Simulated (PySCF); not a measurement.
C2H8O2Si2, SMILES [C@H]1(C)O[Si@@H]([SiH2]1)O. Atoms are numbered in the order given.

```xyz
14

C     -2.3615    -0.5661     0.8082
C     -0.9696     0.0252     0.9620
O      0.0335    -0.9856     0.6642
Si     0.9142    -0.4604    -0.6778
O      2.5505    -0.3670    -0.4142
Si    -0.4783     1.3679    -0.3460
H     -3.1317     0.1613     1.1117
H     -2.5553    -0.8557    -0.2378
H     -2.4623    -1.4683     1.4325
H     -0.8185     0.3583     2.0040
H      0.8018    -1.3604    -1.8506
H      2.8416     0.1804     0.3224
H      0.1008     2.6167     0.2345
H     -1.5642     1.7293    -1.3042
```

Geometry optimised at ωB97X-D3(BJ)/def2-SVP. The structure was generated by enumeration; whether it is a known compound was not checked. The values are those of a single conformer.

Calculation: PySCF with r2SCAN/def2-TZVP.

The total energy comes out as -810.45969 hartree and the highest occupied level comes out as -6.44 eV. The lowest empty level is -0.87 eV, the orbital gap is 5.57 eV and the dipole moment is 1.92 D. The quadrupole, principal values (traceless, Buckingham form, about the centre of nuclear charge) is -5.64, -1.30, 6.94 D·Å and the mean static polarisability is 83.1 bohr³ (12.32 Å³). The polarisability, principal values is 72.6, 83.3, 93.4 bohr³.
